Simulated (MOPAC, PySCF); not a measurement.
C₈H₁₃BO, SMILES `B[C@H]1[C@H]2C[C@](C=O)(CC2)C1`, neutral singlet in the gas phase. 

Z-matrix (Å, degrees):
```
C
C 1 1.4982
O 2 1.2023 1 125.24
H 2 1.1242 3 120.61 1 -178.93
C 1 1.5333 2 115.58 4 -176.21
H 5 1.0995 1 109.79 2 -37.71
H 5 1.1001 6 106.73 1 -120.73
C 1 1.5395 2 113.84 4 -48.75
H 8 1.1001 1 111.42 2 -79.24
H 8 1.1033 9 107.06 1 -121.12
C 1 1.5480 2 114.10 4 66.20
H 11 1.1013 1 112.58 2 62.54
H 11 1.1023 12 109.06 1 126.43
C 11 1.5325 12 113.66 13 128.06
H 14 1.0993 11 115.77 12 -63.36
C 14 1.5356 15 114.23 11 -117.18
H 16 1.1007 14 111.93 15 -75.90
H 16 1.1011 17 106.94 14 -121.25
C 14 1.5423 15 113.63 16 -126.62
H 19 1.1186 14 109.29 15 82.92
B 19 1.5527 20 97.17 14 123.94
H 21 1.2116 19 121.01 20 -89.70
H 21 1.2122 22 118.68 19 -175.13
```
Charge 0, spin multiplicity 1.

All levels are single points at this geometry (PBE0-D4/def2-SVP); Pople sets use spherical d functions. Orbital energies aren't observables, and empty levels follow the basis.

PBE-D3(BJ)/def2-TZVP in PySCF gives HOMO (eV) = -5.74.

### Question
Estimate the HOMO (eV) from each of these levels: PBE0-D4/def2-TZVP in PySCF; B3LYP/3-21G in PySCF; PBE/6-31G* in PySCF; AM1 in MOPAC; PM6 in MOPAC.

### Answer

```tsv
level	HOMO (eV)
PBE0-D4/def2-TZVP in PySCF	-7.30
B3LYP/3-21G in PySCF	-6.58
PBE/6-31G* in PySCF	-5.37
AM1 in MOPAC	-10.41
PM6 in MOPAC	-9.90
```
